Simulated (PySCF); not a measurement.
H₄NO₃Ta, SMILES [NH2][Ta](=[O])([OH])[OH], multiplicity 1. Geometry: PBE-D3(BJ)/def2-SVP. The multiplicity is an assumed one; other spin states were not compared. The def2 effective core potentials stand for the cores of Ta; spin–orbit coupling is left out. Other conformers were not sampled.

Level of theory: PBE-D3(BJ)/def2-SVP run with PySCF 2.14.0.

Harmonic wavenumbers (cm⁻¹): 168, 171, 175, 181, 205, 310, 326, 341, 432, 481, 486, 574, 662, 685, 692, 957, 1462, 3472, 3569, 3791, 3794. Rotational constants (GHz): 3.161, 3.116, 2.749; symmetry number 1.

Task: Work out the zero-point energy and the ideal-gas rigid-rotor harmonic-oscillator thermochemistry at 298.15 K and 1 atm.

Result: ZPE = ½ Σ hcν = ½ × 22932 cm⁻¹ = 32.78 kcal/mol. H − E(el) = 38.59 kcal/mol. Entropy in cal/(mol K): translation 42.41, rotation 26.88, vibration 19.39, total 88.68. G − E(el) = 12.15 kcal/mol. Cp = 30.33 cal/(mol K).
